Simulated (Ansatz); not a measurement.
Consider the cleavage of the Al–Si bond: `N[SiH]([AlH2])[SiH3]` + `NCS` → `NC[S][AlH2]` + `N[SiH2][SiH3]`.

Gas-phase electronic energies from Ansatz, PBE0-D4/def2-TZVP geometries. CCSD(T)/CBS is the MP2 limit (def2-TZVPP, def2-QZVPP) plus CCSD(T) − MP2 in def2-TZVPP, frozen cores. This one scheme is used for every species. Functionals use def2-TZVPP. B3LYP here is the variant with VWN-RPA as its local correlation; programs differ in this. One conformer a species, not always the lowest.

```
             level  ΔE (kcal/mol)  difference from CCSD(T)/CBS
         r2SCAN-D4          -29.1                          0.2
           PBE0-D4          -27.0                          2.3
          B3LYP-D4          -28.9                          0.4
           ωB97X-V          -28.8                          0.5
           ωB97M-V          -30.1                         -0.8
               PBE          -26.1                          3.2
              PBE0          -27.1                          2.2
             B3LYP          -28.8                          0.5
     HF/def2-TZVPP          -31.0                         -1.7
    MP2/def2-TZVPP          -31.2                         -1.9
SCS-MP2/def2-TZVPP          -30.7                         -1.4
   CCSD/def2-TZVPP          -28.8                          0.5
CCSD(T)/def2-TZVPP          -28.8                          0.5
SCS-MP2/def2-QZVPP          -31.0                         -1.7
      HF/CBS(def2)          -31.0                         -1.7
    CCSD/CBS(def2)          -29.3                          0.0
       CCSD(T)/CBS          -29.3                            0
```

Largest T1 diagnostic among the species: 0.013.

From PBE to PBE0 (25 % exact exchange), in def2-TZVPP and without D4, ΔE moves by −0.9 kcal/mol.
